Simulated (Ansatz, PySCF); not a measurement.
Gas-phase reaction R1 → P1 + P2, each structure at its B3LYP-D3(BJ)/def2-TZVP stationary point, reached from a drawn start (curvature not checked).
R1, CH6GeO3 (SMILES [CH3][Ge]([OH])([OH])[OH]) (charge 0, multiplicity 1, Z-matrix in Å and degrees):
```
Ge
O 1 1.7843
H 2 0.9632 1 111.40
O 1 1.7843 2 107.50 3 7.02
H 4 0.9632 1 111.38 2 -108.93
O 1 1.7844 2 107.53 3 -108.43
H 6 0.9632 1 111.40 2 6.62
C 1 1.9320 2 111.34 3 129.30
H 8 1.0887 1 109.48 2 -70.56
H 8 1.0887 9 109.46 1 120.02
H 8 1.0887 9 109.46 10 119.97
```
P1: CH3 (SMILES [CH3]), charge 0, multiplicity 2.
P2: GeH3O3 (SMILES [OH][Ge]([OH])[OH]), charge 0, multiplicity 2.

P less R. No zero-point or thermal terms; singlets are restricted closed shells; open shells are unrestricted; no spin–orbit coupling. One arrangement of each flexible species, with no search for the lowest.

Programs: Ansatz (Gaussian orbitals); PySCF for the D3/D4 terms. Each number belongs to the level named beside it.

One of these levels gives 344.7 kJ/mol for the reaction energy. Which?
(A) HF/cc-pVDZ
(B) BLYP/def2-TZVPP
(C) PBE-D4/def2-TZVPP

C, PBE-D4/def2-TZVPP. The others give 277.0 (HF/cc-pVDZ), 308.9 (BLYP/def2-TZVPP)

Ansatz is a program for electronic structure.
